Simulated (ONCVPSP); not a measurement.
**carbon (C): ONCV pseudisation with PBE, scalar-relativistic reference atom.**

C (Z = 6), optimised norm-conserving Vanderbilt (ONCV), made with ONCVPSP 4.0.1 (PBE, scalar-relativistic). Core [He], reference 2s2 2p0.5 (charge +1.5). Waves: 2s: rc 1.10 bohr, ncon 4, nbas 7, qcut 5.9 1/bohr, 2 projectors, debl 3.7 Ha; 2p: rc 1.55 bohr, ncon 4, nbas 8, qcut 8.1 1/bohr, 3 projectors, debl 1.2 Ha; d scattering state at 0.24 Ha: rc 1.60 bohr, ncon 3, nbas 7, qcut 5.8 1/bohr, 3 projectors, debl 3.5 Ha. Local part: polynomial inside 0.95 bohr (lpopt 5, dvloc0 4 Ha). Core correction: Teter function, fcfact 3.75, rcfact 1.65.

All-electron outer shells of the reference configuration (PBE, scalar-relativistic, ld1.x):

| shell | level (eV) | outermost node (bohr) | outermost maximum (bohr) |
| --- | --- | --- | --- |
| 1s | -297.86 | – | 0.17 |
| 2s | -32.79 | 0.37 | 1.14 |
| 2p | -24.04 | – | 1.06 |

Question: Does the generator finish with these settings?

Answer: Yes, a potential is produced and its reference levels are reproduced.

Question: Estimate the cutoffs (Ha) at which the residual kinetic energy of the hardest occupied pseudo-wave falls to 1 and 0.1 mHa per electron.

Answer: 24 Ha and 84 Ha.

Question: Does the potential have ghost states?

Answer: No bound ghost flagged; no localised positive-energy state flagged.

Question: Tests: 2s2 2p2; 2s2 2p1; 2s2 2p0; 2s1 2p3. Which has the largest error in its energy relative to the reference configuration, and how large is it?

Answer: 2s1 2p3, with +69 meV (all-electron minus pseudo) on -12.62 eV.
